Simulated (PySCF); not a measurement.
## Mayer bond orders and bond lengths

Species: C8H13P.
Atom-mapped SMILES: `[CH3:1][C:2]#[C:3][P:4]1[CH2:5][CH2:6][CH2:7][CH2:8][CH2:9]1` (hydrogens: H10, H11, H12 on C1; H13, H14 on C5; H15, H16 on C6; H17, H18 on C7; H19, H20 on C8; H21, H22 on C9)

Cartesian coordinates in Å at the GFN2-xTB level; atoms count from 1:
```
atom  x, y, z in Å
C1     3.6554    0.6456   -0.4172
C2     2.4521    0.1479    0.2124
C3     1.4127   -0.2405    0.6841
P4     0.0453   -0.9125    1.5788
C5    -1.0467    0.5991    1.5770
C6    -1.2853    1.2082    0.2009
C7    -1.9535    0.2253   -0.7557
C8    -1.0456   -0.9618   -1.0621
C9    -0.7796   -1.8157    0.1713
H10    3.4140    1.1551   -1.3508
H11    4.3309   -0.1828   -0.6319
H12    4.1583    1.3481    0.2479
H13   -0.5797    1.3337    2.2402
H14   -1.9972    0.3036    2.0335
H15   -1.9162    2.0955    0.3099
H16   -0.3294    1.5277   -0.2222
H17   -2.8883   -0.1337   -0.3159
H18   -2.1985    0.7411   -1.6873
H19   -0.0951   -0.5939   -1.4571
H20   -1.5092   -1.5848   -1.8328
H21   -1.7176   -2.2227    0.5628
H22   -0.1373   -2.6632   -0.0866
```

Bond orders from the PBE0/pcSseg-1 density (PySCF). One conformer (not necessarily the lowest) at the GFN2-xTB geometry, without solvent, vibrations or thermal averaging.

(1) How far do the computed orders between heavy atoms stray from the drawn ones?

(2) Give the Mayer order of every bond between heavy atoms, beside its length.

Answers

(1) The largest departure is 0.242, at C2–C3 (drawn triple, 2.758). Drawn single, order above 1.12: C1–C2 (1.199). Drawn single, order below 0.88: C3–P4 (0.868).

(2) 
```tsv
bond	drawn as	length (Å)	Mayer order
C1–C2	single	1.446	1.199
C2–C3	triple	1.206	2.758
C3–P4	single	1.767	0.868
P4–C5	single	1.865	0.974
C5–C6	single	1.524	1.018
C6–C7	single	1.526	1.035
C7–C8	single	1.526	1.035
C8–C9	single	1.524	1.018
C9–P4	single	1.865	0.974
```

By pair of heavy elements: C–C: lowest C5–C6 and C8–C9 (1.018, 1.524 Å), highest C2–C3 (2.758, 1.206 Å). C–P: lowest C3–P4 (0.868, 1.767 Å), highest P4–C5 and C9–P4 (0.974, 1.865 Å); in 2 of the 3 pairs the longer bond (by over 0.003 Å) has the higher order (by 0.02 or more). Bonds named together lie within 0.004.

**Question.** And the bonds to hydrogen?

**Answer.** C–H: 0.92 to 0.96 (13 bonds).

**Question.** Sum the orders of all bonds at each heavy atom with more than one neighbour and set the sums beside the valence in the SMILES.

**Answer.** C1 3.969 (drawn 4), C2 3.957 (drawn 4), C3 3.626 (drawn 4), P4 2.816 (drawn 3), C5 3.876 (drawn 4), C6 3.945 (drawn 4), C7 3.974 (drawn 4), C8 3.946 (drawn 4), C9 3.876 (drawn 4). Orders between atoms that aren't bonded are not in these sums.

The Mayer order sums products of elements of PS (density times overlap matrix) between the two atoms' basis functions, so it depends on the basis set.

These values come from a run that also computed NMR shieldings. Time: 46 s; peak memory 1.0 GiB. Hardware: Arm Neoverse V1, one thread, shared host with 32 logical CPUs at a one-minute load of 11.
